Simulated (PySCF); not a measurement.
This PySCF input asks for the NMR shieldings of `CCO[C@@H]1CC[Si@H](O)[SiH2]1`, C₅H₁₄O₂Si₂; the geometry comes from GFN2-xTB.

```python
import basis_set_exchange as bse
import numpy as np
from pyscf import gto, dft
from pyscf.prop import nmr

atoms = """
C    -3.157284    0.484989    0.195671
C    -1.892866    1.187391   -0.299617
O    -0.713058    0.640838    0.225458
C    -0.260811   -0.565763   -0.414571
C     0.365399   -1.462371    0.656423
C     1.556296   -0.781492    1.332333
Si    2.723000   -0.044573   -0.000530
O     3.371583    1.389178    0.435976
Si    1.112321   -0.018905   -1.650704
H    -3.186970    0.503545    1.282510
H    -3.179779   -0.551972   -0.132912
H    -4.036327    0.991653   -0.193439
H    -1.862388    1.174221   -1.399294
H    -1.901363    2.230942    0.032580
H    -1.112229   -1.088893   -0.861657
H     0.689356   -2.388952    0.174098
H    -0.389770   -1.719291    1.405189
H     1.176270    0.019021    1.969928
H     2.053565   -1.495548    1.989098
H     3.949784   -0.823495   -0.158196
H     2.819456    2.121474    0.697843
H     0.669501    1.237522   -2.272055
H     1.201562   -1.012534   -2.731117
"""
names = dict.fromkeys(["C", "O", "Si", "H"], "pcSseg-1")
basis = {el: gto.basis.parse(bse.get_basis(n, elements=[el], fmt="nwchem")) for el, n in names.items()}
mol = gto.M(atom=atoms, basis=basis, charge=0, verbose=0)
mf = dft.RKS(mol, xc="PBE0")
mf.grids.level = 2
mf.grids.alignment = dft.numint.BLKSIZE   # the property module wants whole blocks of grid points
mf.conv_tol = 1e-9
mf.kernel()

calc = nmr.RKS(mf)   # GIAO
C = mf.mo_coeff
Co = C[:, mf.mo_occ > 0]
resp = mf.gen_response(singlet=True, hermi=2)
def vind(x):   # induced exchange potential for any number of trial vectors
    d = np.einsum("pi,xij,qj->xpq", C, 2 * x.reshape(-1, C.shape[1], Co.shape[1]), Co, optimize=True)
    return np.einsum("xpq,pi,qj->xij", resp(d - d.transpose(0, 2, 1)), C, Co, optimize=True).ravel()
mo1, _ = nmr.rhf.solve_mo1(calc, with_cphf=vind)
sigma = calc.kernel(mo1)
for i, s in enumerate(sigma):   # ppm
    w = np.linalg.eigvalsh((s + s.T) / 2)
    print("%2d %-2s iso %8.1f  s11 %8.1f  s22 %8.1f  s33 %8.1f" % (i, mol.atom_pure_symbol(i), w.mean(), *w))
```

**Question.** What are the results?

**Answer.** 
```
 0 C  iso    171.3  s11    149.3  s22    177.5  s33    187.0
 1 C  iso    119.7  s11     89.2  s22    101.3  s33    168.7
 2 O  iso    281.3  s11    237.2  s22    294.3  s33    312.3
 3 C  iso    112.5  s11     77.1  s22    103.9  s33    156.4
 4 C  iso    152.8  s11    140.2  s22    147.3  s33    171.0
 5 C  iso    167.5  s11    148.2  s22    170.0  s33    184.3
 6 Si iso    338.8  s11    283.0  s22    333.1  s33    400.2
 7 O  iso    315.6  s11    276.7  s22    307.0  s33    363.2
 8 Si iso    442.0  s11    410.6  s22    441.3  s33    474.1
 9 H  iso     30.6  s11     26.5  s22     28.9  s33     36.4
10 H  iso     30.1  s11     25.6  s22     30.6  s33     34.2
11 H  iso     31.0  s11     26.6  s22     27.7  s33     38.5
12 H  iso     28.3  s11     22.6  s22     29.6  s33     32.8
13 H  iso     27.9  s11     22.1  s22     27.6  s33     34.0
14 H  iso     28.0  s11     24.9  s22     28.8  s33     30.3
15 H  iso     30.8  s11     26.1  s22     28.6  s33     37.6
16 H  iso     29.3  s11     23.7  s22     28.7  s33     35.5
17 H  iso     30.5  s11     25.9  s22     29.7  s33     35.8
18 H  iso     30.3  s11     25.1  s22     28.1  s33     37.5
19 H  iso     26.2  s11     22.6  s22     24.8  s33     31.3
20 H  iso     31.2  s11     22.4  s22     28.0  s33     43.1
21 H  iso     28.2  s11     24.1  s22     27.2  s33     33.3
22 H  iso     28.3  s11     24.5  s22     25.3  s33     35.1
```

These numbers come from an equivalent density-fitted implementation of the same equations, which agrees with the script to about 0.01 ppm for H and up to a few tenths of a ppm for heavy atoms, so last digits may differ.

**Question.** Turn these shieldings into chemical shifts. Shifts are taken against calculated references (same method and geometry level): 13C (186.93 ppm), 29Si (349.16 ppm), 1H (31.72 ppm) vs TMS; 17O (336.08 ppm) vs H2O.

**Answer.** Averaging equivalent atoms: C 3: 74.4; C 1: 67.2; C 4: 34.1; C 5: 19.4; C 0: 15.7; O 2: 54.8; O 7: 20.5; Si 6: 10.4; Si 8: -92.8; H 19: 5.49; H 13: 3.84; H 14: 3.73; H 21: 3.49; H 22: 3.43; H 12: 3.40; H 16: 2.41; H 18: 1.46; H 17: 1.25; H 9/10/11: 1.15; H 15: 0.96; H 20: 0.55 ppm. Experimental scales use liquid or dissolved standards, which lie at an offset from isolated H2O (liquid H2O: subtract about 36 ppm).

Size and cost of the density-fitted run: 237 basis functions, 2.1 min wall time on 1 thread of an Arm Neoverse N1, shared host; peak memory 1.1 GiB.
